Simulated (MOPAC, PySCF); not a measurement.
[Ti(Cl)(NH2)3], neutral singlet in the gas phase. 

Cartesian coordinates (Å):
```xyz
11

Ti     0.0789     0.0787    -0.1467
Cl     0.5886    -0.6241    -2.2183
N      0.9280     1.6896     0.2738
H      0.4909     2.5491     0.5987
H      1.9094     1.8607     0.0508
N     -1.7565     0.3620     0.0628
H     -2.3162     0.8395    -0.6449
H     -2.3643    -0.0396     0.7732
N      0.5888    -1.1600     1.1564
H      1.1783    -0.9924     1.9688
H      0.4227    -2.1613     1.0474
```
Charge 0, spin multiplicity 1.

All levels are single points at this geometry (r2SCAN-D4/def2-SVP); Pople sets use spherical d functions. Orbital energies aren't observables, and empty levels follow the basis.

B3LYP/6-311+G** (LANL2DZ on Ti) in PySCF gives dipole (D) = 3.25.

Task: Estimate the dipole (D) from each of these levels: TPSSh-D3(BJ)/def2-TZVP in PySCF; B3LYP/LANL2DZ in PySCF; BP86/6-31G* (LANL2DZ on Ti) in PySCF; HF/STO-3G in PySCF; PM7 in MOPAC.

Result: 
| level | dipole (D) |
|---|---|
| TPSSh-D3(BJ)/def2-TZVP in PySCF | 3.05 |
| B3LYP/LANL2DZ in PySCF | 3.74 |
| BP86/6-31G* (LANL2DZ on Ti) in PySCF | 3.63 |
| HF/STO-3G in PySCF | 3.02 |
| PM7 in MOPAC | 3.97 |
